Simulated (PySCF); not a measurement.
C3H3N2, SMILES C1=C[N]N=C1 (connectivity only; charge and spin as stated), charge -1, multiplicity 1. Coordinates come from a PBE-D3(BJ)/def2-SVPD optimisation. The spin state was assumed, not searched. The isomer is the one that the SMILES or the coordinates give; other isomers of the formula were not compared.

Level of theory: PBE-D3(BJ)/def2-SVPD run with PySCF.

Harmonic wavenumbers (cm⁻¹): 622, 654, 687, 738, 769, 870, 896, 990, 1007, 1125, 1128, 1208, 1333, 1385, 1441, 3076, 3080, 3121. Rotational constants (GHz): 9.769, 9.663, 4.858; symmetry number 2.

Work out the zero-point energy and the ideal-gas rigid-rotor harmonic-oscillator thermochemistry at 298.15 K and 1 atm.

ZPE = ½ Σ hcν = ½ × 24130 cm⁻¹ = 34.50 kcal/mol. H − E(el) = 37.41 kcal/mol. Entropy in cal/(mol K): translation 38.53, rotation 22.69, vibration 2.30, total 63.51. G − E(el) = 18.47 kcal/mol. Cp = 15.03 cal/(mol K).
